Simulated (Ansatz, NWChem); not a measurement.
## Appearance energy of a fragment ion: SiH3(InH2) → [SiH3]+ + InH2 + e⁻

Species: SiH3(InH2), singlet; [SiH3]+ `[SiH3+]`, singlet; InH2 `[InH2]`, doublet. 

Shapes, held fixed at every level: PBE0-D4/def2-TZVP. Programs: Ansatz 0.2.0. Electronic energies: no zero-point or thermal term.

| level | kind | ΔE (eV) | less CCSD(T)/def2-TZVPP |
| --- | --- | --- | --- |
| SPW92/def2-TZVPP | LDA | +11.34 | +0.53 |
| PBE-D4/def2-TZVPP | GGA | +10.93 | +0.12 |
| B3LYP-D4/def2-TZVPP | global hybrid | +10.83 | +0.02 |
| B2PLYP/def2-TZVPP | double hybrid | +10.69 | -0.12 |
| MP2/def2-SVP | perturbation theory | +10.47 | -0.34 |
| MP2/def2-TZVPP | perturbation theory | +10.77 | -0.04 |
| CCSD(T)/def2-SVP | coupled cluster or CI | +10.53 | -0.28 |
| CCSD(T)/def2-TZVPP | coupled cluster or CI | +10.81 | 0.00 |

The highest level, CCSD(T)/def2-TZVPP, gives ΔE = +10.81 eV; the levels span +10.47 to +11.34. The column of differences is taken from that level and isn't an error. No measured value is set beside it here. Open shells run unrestricted unless RO is named. For atoms past krypton def2 sets carry core potentials with scalar relativity. Correlated rows may include outer-core shells of In, which these sets cover unevenly. The onset seen in experiment also holds zero-point changes and kinetic shifts.
